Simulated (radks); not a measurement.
Effect of the nuclear size on neutral argon, [Ar]. All-electron calculation, Dirac Kohn-Sham, relativistic LDA (MacDonald-Vosko exchange, VWN5 correlation), spin-unpolarised, spherical densities, finite nucleus; Fermi nuclear charge, rms radius 3.4274 fm. Program: a radial shooting solver on a logarithmic mesh with Libxc functionals. The rms radius is varied about that value; shifts are against it.

| rms radius (fm) | total energy shift (eV) | density at nucleus (e/bohr^3) | 1s1/2 shift (meV) | 2s1/2 shift (meV) |
|---|---|---|---|---|
| 3.0641 | -0.00370 | 4302 | -1.56 | -0.118 |
| 3.1875 | -0.00249 | 4298 | -1.05 | -0.079 |
| 3.4274 | 0 | 4292 | 0.000 | 0.000 |
| 3.5679 | 0.00154 | 4288 | 0.647 | 0.049 |
| 4.2157 | 0.00941 | 4273 | 3.96 | 0.300 |

Slopes of the eigenvalues against <r^2> in GHz/fm^2, as finite differences over the two radii next to the reference (eigenvalue slopes, not the field-shift constants of lines): 1s1/2 159, 2s1/2 12.1.
